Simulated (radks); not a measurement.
I LIII, 1 electrons, occupied as 1s1.

Method: Dirac Kohn-Sham, LDA (Slater exchange, Perdew-Wang correlation), spin-unpolarised, spherical densities, point nucleus; computed with a radial shooting solver on a logarithmic mesh with Libxc functionals.

Energy parts (hartree):
| part | energy |
|---|---|
| total | -1455.93709 |
| kinetic | 1578.51561 |
| electron-nucleus | -3039.86982 |
| Hartree | 17.53015 |
| exchange-correlation | -12.11303 |

Orbitals (lengths in bohr, moments of r in powers of bohr):
orbital,occ.,eigenvalue (hartree),<1/r>
1s1/2,1,-1442.406,57.36
2s1/2,0,-359.5703,14.52
2p1/2,0,-358.3062,14.51
2p3/2,0,-344.2393,13.38

The highest occupied level is 1s1/2 at -39250 eV. Summed over all electrons, <r^2> = 0.0009786 bohr^2, which gives a Langevin (diamagnetic) susceptibility term of -0.000775 x 10^-6 cm^3/mol. For comparison, the ionisation energy in NIST's Atomic Spectra Database is 39721.5 eV (theoretical). In exact Kohn-Sham theory the highest level is minus the ionisation energy, but local and semilocal functionals leave it too shallow, through self-interaction and a potential that decays too fast; potentials with the right tail come closer.

Beside tabulated values, note that spin-unpolarised runs miss the spin-polarisation part of the exchange energy of open shells.
